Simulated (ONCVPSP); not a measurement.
# S (Z = 16): from the effect back to the setting (ONCV)

Base potential:

sulfur, optimised norm-conserving Vanderbilt (ONCV), made with ONCVPSP 4.0.1 (PBE, scalar-relativistic). Core [He], reference 2s2 2p6 3s2 3p4. Waves: 2s+3s: rc 0.75 bohr, ncon 4, nbas 9, qcut 14.4 1/bohr, 3 projectors, debl 2.6 Ha; 2p+3p: rc 0.95 bohr, ncon 3, nbas 6, qcut 17.6 1/bohr, 2 projectors; d scattering state at 0.23 Ha: rc 0.85 bohr, ncon 4, nbas 8, qcut 10.7 1/bohr, 1 projector. Local part: polynomial inside 0.60 bohr (lpopt 5, dvloc0 0 Ha). Core correction: Teter function fitted to the true core (icmod 2), fcfact 0.35.

Cutoffs, loose and tight: the cutoffs (Ha) at which the residual kinetic energy of the hardest occupied pseudo-wave falls to 1 and 0.1 mHa per electron. They do not see the model core or the augmentation charge, which bear on the density cutoff. Test errors are all-electron minus pseudo excitation energies from the reference, over the configurations 2s2 2p6 3s2 3p3; 2s2 2p6 3s2 3p2; 2s2 2p6 3s2 3p1; 2s1 2p6 3s2 3p4; variants that change the core or the reference have their own tests.

Only the scale of all radii but the core radius (base = 1) is moved:

```tsv
scale of all radii but the core radius (base = 1)	cutoff, loose	cutoff, tight	bound ghosts	largest test error (meV)
0.8	127 Ha	582 Ha	none	-370
0.85	124 Ha	286 Ha	none	-433
0.91	120 Ha	135 Ha	none	-506
1.01	99 Ha	112 Ha	none	-683
1.07	91 Ha	108 Ha	none	-746
1.14	86 Ha	102 Ha	none	-822
1.2	80 Ha	95 Ha	none	-868
1.25	78 Ha	92 Ha	none	-884
1.32	71 Ha	83 Ha	none	-898
```

**Question.** One more run gave cutoff, loose: 110 Ha; cutoff, tight: 124 Ha; bound ghosts: none; largest test error (meV): -593. Which value of the scale of all radii but the core radius (base = 1) was used?

**Answer.** 0.96. The loose cutoff moves one way along this sweep, from 127 Ha at 0.8 to 71 Ha at 1.32, which places the run between 0.91 and 1.01.
